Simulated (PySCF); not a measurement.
# Correlation energy of Hf²⁺ (hafnium, charge +2)

[Xe] 4f14 5d2, high-spin 3F determinant. Computed with PySCF 2.14 in aug-cc-pVTZ-PP with ECP60MDF, with a scalar-relativistic core potential. Frozen: 5s2 5p6; 2 electrons correlated.

With two correlated electrons CCSD is exact within the correlated space (frozen core and kept virtual orbitals).

| level | correlation energy (mhartree) |
| --- | --- |
| CCSD | -4.46 |

Diagnostics: T1 = 0.0014, D1 = 0.0019, largest double amplitude 0.011.

Spin-orbit coupling, absent here, splits the open shell strongly.

Cost of the coupled-cluster step: of the order of 6 core-seconds, for 2 correlated electrons.

Iterations:

```
CC2 = 0
CCSD nocc = (np.int64(2), np.int64(0)), nmo = (84, 84)
frozen orbitals [[0, 1, 2, 3], [0, 1, 2, 3]]
max_cycle = 100
direct = 0
conv_tol = 1e-08
conv_tol_normt = 1e-06
diis_space = 8
diis_start_cycle = 0
Init t2, MP2 energy = -0.00336245271306097
Init E_corr(UCCSD) = -0.00336245271310034
cycle = 1  E_corr(UCCSD) = -0.00416756586896345  dE = -0.000805113156  norm(t1,t2) = 0.00967088
cycle = 2  E_corr(UCCSD) = -0.00437555039819201  dE = -0.000207984529  norm(t1,t2) = 0.00292291
cycle = 3  E_corr(UCCSD) = -0.0044600328139608  dE = -8.44824158e-05  norm(t1,t2) = 0.000977794
cycle = 4  E_corr(UCCSD) = -0.00445751216348821  dE = 2.52065047e-06  norm(t1,t2) = 0.000108054
cycle = 5  E_corr(UCCSD) = -0.00445761766843716  dE = -1.05504949e-07  norm(t1,t2) = 1.02583e-05
cycle = 6  E_corr(UCCSD) = -0.00445761833727266  dE = -6.68835493e-10  norm(t1,t2) = 2.32928e-06
cycle = 7  E_corr(UCCSD) = -0.00445761880481803  dE = -4.67545377e-10  norm(t1,t2) = 2.10424e-07
UCCSD converged
E(UCCSD) = -47.25677895998248  E_corr = -0.004457618804818033
```
